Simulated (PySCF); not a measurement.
Dipole moment and polarisability of `N#C[SiH2]C(F)(F)CF`

Species: C3H4F3NSi.
SMILES with atom numbers: `[N:1]#[C:2][SiH2:3][C:4]([F:5])([F:6])[CH2:7][F:8]` (hydrogens: H9, H10 on Si3; H11, H12 on C7)

Geometry (GFN2-xTB, Å), atoms numbered from 1 in this order:
```
atom  x, y, z in Å
N1     2.7231   -0.5044   -1.3877
C2     2.0169    0.0943   -0.7146
Si3    0.8732    1.0689    0.3916
C4    -0.5884   -0.1794    0.7218
F5    -0.1662   -1.2094    1.5180
F6    -1.5566    0.4463    1.4632
C7    -1.2009   -0.7560   -0.5480
F8    -0.9452    0.1025   -1.5877
H9     0.3331    2.2258   -0.3066
H10    1.5272    1.2888    1.6770
H11   -2.2863   -0.8652   -0.4657
H12   -0.7288   -1.7129   -0.7874
```

Level: B3LYP/def2-SVPD (PySCF), static field, nuclei fixed, core orbitals frozen in the response. The polarisability tensor in these axes (au):

```
x   72.09 -0.80 -6.49
y   -0.80 64.01  4.67
z   -6.49  4.67 65.15
```

Problem. Diagonalise the tensor; give its mean and Δα, where Δα² is half the sum of the squared differences of the eigenvalues.

Solution. Principal values 58.60, 65.87 and 76.78 au; mean 67.08 au = 9.94 Å³ = 11.06 × 10⁻⁴⁰ C²·m²/J; Δα = 15.84 au (24 % of the mean).

Problem. What is the dipole moment, and where does it point?

Solution. (-1.76, 1.37, 1.15) D, 2.51 D in size, pointing from the negative to the positive side. Measured along this direction, the outermost atoms are N1 at the negative end and F6 at the positive end.

Problem. Rayleigh depolarisation ratio (linearly polarised light, static tensor)?

Solution. ρ = 3Δα²/(45ᾱ² + 4Δα²) = 752.9/(202504 + 1003.9) = 0.0037.

Problem. Orientational against electronic polarisability at 273 K (dilute gas, rigid molecules)?

Solution. In Gaussian units μ²/3kT = 55.84 Å³ against 9.94 Å³, a ratio of 5.62; the Debye molar polarisation (4π/3)N_A(α + μ²/3kT) is 165.9 cm³/mol, leaving out the vibrational part.

Problem. Traceless (Buckingham) quadrupole moment about the centre of nuclear charge: eigenvalues?

Solution. -16.66, -0.34, 17.00 D·Å. The values depend on the origin, since the dipole doesn't vanish. The electronic extent ⟨r²⟩ about the same centre is 1095 bohr², a root-mean-square distance of 2.09 Å for the 70 electrons.

The structure is a single GFN2-xTB conformer in the gas phase; no vibrational or solvent corrections.
